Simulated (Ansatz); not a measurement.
`[NH2][GeH]` + H₂ → `[GeH2]` + NH₃ at 298.15 K and 1 bar (hydrogenolysis of a Ge–N bond).

Program: Ansatz. Geometries: PBE0-D4/def2-TZVP. ΔE: electronic, gas phase. CCSD(T)/CBS adds triple-zeta CCSD(T) − MP2 to the extrapolated MP2 energy (def2 sets, frozen cores). This one scheme is used for every species. For Ge outer-core shells are correlated without core-valence functions, which leaves a few kJ/mol of doubt a bond. Scalar relativity is left out up to krypton.

```tsv
species	CCSD(T)/CBS energy (Eh)	H − E (kJ/mol)	S (J/(mol·K))
`[NH2][GeH]`	-2132.60664	96.5	259.1
H₂	-1.17544	35.1	130.4
`[GeH2]`	-2077.24753	38.7	220.4
NH₃	-56.50880	100.5	192.4
```

H − E and S are ideal-gas, rigid-rotor, harmonic terms from PBE0-D4/def2-TZVP. The MP2-based limit puts H₂ 0.8 mEh under its directly extrapolated value; such offsets cancel only in part. 1 Eh = 2625.50 kJ/mol, R = 8.31446 J/(mol·K).

Q: By hand: ΔE, ΔH, ΔS and ΔG.

A: ΔE = (-2077.24753) + (-56.50880) − (-2132.60664) − (-1.17544) = 0.02575 Eh = 67.6 kJ/mol. Δ(H − E) = 38.7 + 100.5 − 96.5 − 35.1 = 7.6, so ΔH = 75.2 kJ/mol. ΔS = 220.4 + 192.4 − 259.1 − 130.4 = 23.3 J/(mol·K). ΔG = 75.2 − 298.15 × (23.3)/1000 = 68.3 kJ/mol.

Q: By hand: the equilibrium constant, and the temperature at which ΔG would vanish if ΔH and ΔS stayed fixed.

A: log₁₀ K = −ΔG/(RT ln 10) = -12.0. ΔG = 0 at ΔH/ΔS = 3227 K, far beyond where these terms or the molecules hold.

ΔH outweighs TΔS. A doubt of 5 kJ/mol in ΔE shifts log₁₀ K by 0.9 here. These are equilibria of isolated gas molecules and say nothing of rates. Largest T1 diagnostic: 0.015 (customary marks: 0.02 for closed shells, 0.045 for open ones).
